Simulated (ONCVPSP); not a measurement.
## Ca, ONCV: configuration errors across variants

```json
{"Element": "Ca (Z = 20)", "Generator": "ONCVPSP 4.0.1", "Type": "optimised norm-conserving Vanderbilt (ONCV)", "Functional": "LDA (Perdew-Zunger)", "Relativity": "scalar-relativistic", "Frozen core": "[Ne]", "Valence charge": "10", "Reference configuration": "3s2 3p6 4s2", "Partial waves": "3s+4s: rc 1.50 bohr, ncon 4, nbas 7, qcut 9 1/bohr, 2 projectors; 3p: rc 1.50 bohr, ncon 4, nbas 9, qcut 9.9 1/bohr, 2 projectors, debl 2.2 Ha; d scattering state at 0.15 Ha: rc 1.30 bohr, ncon 4, nbas 7, qcut 8 1/bohr, 2 projectors, debl 0.6 Ha", "Local potential": "polynomial inside 1.20 bohr (lpopt 2, dvloc0 0 Ha)", "Core correction": "Teter function, fcfact 3, rcfact 1.5"}
```

In the d channel the program set the typed energies aside and used 0.050, 0.650 Ha.

All-electron excitation energies from the reference (eV): (1) 3s2 3p6 4s1 6.463; (2) 3s2 3p6 4s0 18.413; (3) 3s2 3p6 4s1.5 2.567; (4) 3s2 3p6 3d0.5 4s1.5 1.022.

Errors AE − PS in meV (a dash: test not solved or not reliable):

| change | (1) | (2) | (3) | (4) | bound ghosts | GHOST(+) flags above zero |
| --- | --- | --- | --- | --- | --- | --- |
| base | -0.2 | -0.5 | -0.1 | +0.1 | none | none |
| all radii but the core radius scaled by about 0.76 (s 1.14, p 1.14, d 1.00 bohr); local potential polynomial inside 0.92 bohr (lpopt 2, dvloc0 0 Ha) | -0.2 | -0.4 | -0.1 | -0.4 | none | d |
| all radii but the core radius scaled by about 0.87 (s 1.30, p 1.30, d 1.12 bohr); local potential polynomial inside 1.04 bohr (lpopt 2, dvloc0 0 Ha) | -0.2 | -0.4 | -0.1 | -0.2 | none | d |
| all radii but the core radius scaled by about 0.91 (s 1.36, p 1.36, d 1.18 bohr); local potential polynomial inside 1.08 bohr (lpopt 2, dvloc0 0 Ha) | -0.2 | -0.4 | -0.1 | -0.1 | none | d |
| all radii but the core radius scaled by about 1.06 (s 1.58, p 1.58, d 1.38 bohr); local potential polynomial inside 1.26 bohr (lpopt 2, dvloc0 0 Ha) | -0.2 | -0.6 | -0.1 | +0.3 | none | none |
| all radii but the core radius scaled by about 1.13 (s 1.70, p 1.70, d 1.46 bohr); local potential polynomial inside 1.36 bohr (lpopt 2, dvloc0 0 Ha) | -0.2 | -0.8 | -0.1 | +0.5 | none | none |
| all radii but the core radius scaled by about 1.19 (s 1.78, p 1.78, d 1.54 bohr); local potential polynomial inside 1.42 bohr (lpopt 2, dvloc0 0 Ha) | -0.2 | -0.8 | -0.1 | +0.7 | none | none |
| all radii but the core radius scaled by about 1.32 (s 1.98, p 1.98, d 1.72 bohr); local potential polynomial inside 1.60 bohr (lpopt 2, dvloc0 0 Ha) | -0.3 | -1.4 | -0.1 | +1.2 | none | none |

(1) Give the same row for: all radii but the core radius scaled by about 1.24 (s 1.86, p 1.86, d 1.62 bohr); local potential polynomial inside 1.48 bohr (lpopt 2, dvloc0 0 Ha).

Answers

(1) -0.2, -0.9, -0.1, +0.9; bound ghosts: none; GHOST(+) flags above zero: none.
